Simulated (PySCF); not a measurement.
## Electronic structure of N⁺ (nitrogen, charge +1) at the MN15 level

Configuration: [He] 2s2 2p2, high-spin 3P determinant. All numbers are calculated (PySCF 2.14, no relativity, point nucleus, in 6-31G* (3s2p1d, 14 functions)).

* Total energy: -53.9854 hartree
* One-electron energy: -69.9533 hartree
* Hartree (Coulomb) energy: 22.2597 hartree
* Exchange-correlation energy: -6.2919 hartree
* Kinetic energy: 53.56295 hartree
* ⟨S²⟩: 2.0006
* ⟨L²⟩: 2.003
* Sum of ⟨r⟩: 5.504 bohr
* Sum of ⟨r²⟩: 7.997 bohr²
* Traceless quadrupole moment −½Σ⟨3z² − r²⟩ along its main axis: 0.753 e·bohr²
* Density at the nucleus (Gaussians lack the cusp): 194 bohr⁻³
* Spin density at the nucleus: 0.0541 bohr⁻³
* Langevin diamagnetic susceptibility: -6.33 ×10⁻⁶ cm³/mol
* Time after the integrals: 0.11 s of wall time on 1 thread of Neoverse-V1 (shared host)

```tsv
shell	electrons	mean orbital energy (eV)	rms radius, mean of both spins (bohr)
1s α	1	-405.11	0.267
1s β	1	-404.25	0.267
2s α	1	-36.597	1.40
2s β	1	-32.816	1.40
2p α	2	-24.962	1.41
```
